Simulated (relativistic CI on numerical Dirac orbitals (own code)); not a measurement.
**Charge states of neodymium**

These numbers are calculated, not measured: Dirac-Coulomb-Breit CI, separate exchange-only KLI orbitals for each configuration, model QED (radiative potential, 1s self-energy scaled to tabulated hydrogen-like ionisation energies), valence Slater integrals scaled by 0.9 (own radial code, finite nucleus).

Each species is treated in one configuration, given outside its closed core. Radial values are for the open shell of highest l, unscaled and averaged over j; ζ includes the Breit term. Labels give the leading LS character, summed over repeated terms.

```csv
Ion,Configuration,Its lowest level,LS weight (%),F² (cm⁻¹),F⁴ (cm⁻¹),g_J,g√(J(J+1)),Next level,E (cm⁻¹)
Nd24+,3d10.4s2.4p6,1S_0,100,,,,0.00,,
Nd25+,3d10.4s2.4p5,2P°_3/2,100,,,1.332,2.58,2P°_1/2,235040
Nd26+,3d10.4s2.4p4,?,?,?,?,?,?,?,?
Nd27+,3d10.4s2.4p3,J = 3/2 (mixed),42,183300,,1.427,2.76,4S°_3/2,210730
Nd28+,3d10.4s2.4p2,3P_0,75,184600,,,0.00,3P_1,220360
Nd29+,3d10.4s2.4p,2P°_1/2,100,,,0.662,0.57,2P°_3/2,254830
Nd30+,3d10.4s2,1S_0,100,,,,0.00,,
Nd31+,3d10.4s,2S_1/2,100,,,1.998,1.73,,
Nd32+,3d10,1S_0,100,,,,0.00,,
Nd33+,3d9,2D_5/2,100,,,1.194,3.53,2D_3/2,188700
Nd34+,3d8,3F_4,91,442800,285100,1.221,5.46,J = 2 (mixed),53646
Nd35+,3d7,4F_9/2,67,448100,288700,1.247,6.20,J = 3/2 (mixed),75045
Nd36+,3d6,J = 4 (mixed),45,453400,292300,1.305,5.84,J = 2 (mixed),45139
Nd37+,3d5,J = 5/2 (mixed),31,458600,295900,1.472,4.35,J = 5/2 (mixed),140330
Nd38+,3d4,3P_0,56,463900,299500,,0.00,5D_1,159660
Nd39+,3d3,4F_3/2,55,469100,303000,0.650,1.26,4F_5/2,168270
Nd40+,3d2,3F_2,78,474200,306500,0.744,1.82,3P_0,127550
Nd41+,3d,2D_3/2,100,,,0.792,1.53,2D_5/2,228880
Nd42+,3s2.3p6,1S_0,100,,,,0.00,,
Nd43+,3s2.3p5,2P°_3/2,100,,,1.326,2.57,2P°_1/2,1.0377e+06
Nd44+,3s2.3p4,3P_2,70,416700,,1.344,3.29,1S_0,117370
Nd45+,3s2.3p3,J = 3/2 (mixed),46,419100,,1.370,2.65,4S°_3/2,983250
Nd46+,3s2.3p2,3P_0,71,421500,,,0.00,3P_1,1.0117e+06
Nd47+,3s2.3p,2P°_1/2,100,,,0.655,0.57,2P°_3/2,1.0994e+06
```

**Question.** Fill in the row of Nd26+.

**Answer.** Its lowest level 3P_2; LS weight (%) 73; F² (cm⁻¹) 182000; g_J 1.365; g√(J(J+1)) 3.34; Next level 1S_0; E (cm⁻¹) 48726.
